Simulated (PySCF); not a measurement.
SMILES SC[SeH], PBE/def2-SVP optimised geometry.

```
7

S      1.29    -0.83     0.00
C     -0.53    -0.83     0.00
Se    -1.44     0.92     0.00
H      1.44    -0.12    -1.15
H     -0.94    -1.36    -0.89
H     -0.82    -1.40     0.90
H     -0.75     1.40     1.23
```

Density from PBE/def2-TZVP in PySCF at that geometry.

Minimum of the electron density along straight lines between bonded atoms, close to the bond critical point (lines longer than 1.1 times the sum of covalent radii, or with two minima, are not listed):

```tsv
bond	length / Å	ρ at the minimum / e bohr⁻³	∇²ρ there / e bohr⁻⁵	position (fraction from the first atom)
S1–C2	1.820	0.176	-0.26	0.52
C2–Se3	1.980	0.139	-0.12	0.48
S1–H4	1.363	0.207	-0.57	0.65
C2–H5	1.108	0.270	-0.89	0.65
C2–H6	1.107	0.271	-0.90	0.65
Se3–H7	1.486	0.171	-0.31	0.63
```
